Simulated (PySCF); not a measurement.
PySCF input for FH₅OSi₃, SMILES [SiH2]1[SiH](F)[SiH2]O1, PBE/pcSseg-1. The structure is a stationary point at PBE-D3(BJ)/def2-SVP. The structure was generated by enumeration, and PubChem lists no compound with its InChIKey, so it may never have been made.

```python
import numpy as np
from pyscf import gto, scf, dft
from pyscf.prop.nmr import rks as nmr

mol = gto.M(
    atom='''
    F    -2.42047673   -0.54515489   -0.00000000
    Si   -1.09937553    0.44015184   -0.00000000
    Si    0.74936120   -0.05290474    1.40735678
    O     1.72820210   -0.11181060    0.00000000
    Si    0.74936120   -0.05290474   -1.40735678
    H    -1.60173722    1.86103497    0.00000000
    H     1.25933396    1.00487569    2.34789941
    H     0.72544348   -1.37535031    2.12484599
    H     0.72544348   -1.37535031   -2.12484599
    H     1.25933396    1.00487569   -2.34789942
    ''',
    basis='pcSseg-1',
    charge=0,
    spin=0,
    max_memory=1600,
    verbose=3,
)
mf = dft.RKS(mol, xc='pbe')
mf.grids.level = 3
mf.conv_tol = 1e-10
mf.max_cycle = 100
mf.kernel()
n = nmr.NMR(mf)
n.verbose = 2
n.max_cycle_cphf = 60
sigma = n.kernel()
print('atom   isotropic/ppm   span/ppm')
for i, s in enumerate(sigma):
    w = np.linalg.eigvalsh((s + s.T) / 2)
    print(f'{mol.atom_symbol(i):2s}{i + 1:3d} {w.mean():14.3f} {w[2] - w[0]:11.3f}')
```

It prints:

```
converged SCF energy = -1045.99090323715
atom   isotropic/ppm   span/ppm
F   1        386.227     116.135
Si  2        272.963     172.172
Si  3        313.482     255.127
O   4        269.896     171.466
Si  5        313.482     255.127
H   6         24.151       6.444
H   7         24.998       7.699
H   8         24.870       7.195
H   9         24.870       7.195
H  10         24.998       7.699
```

The run converged.

Cost: about 40 core-seconds (a rough figure).
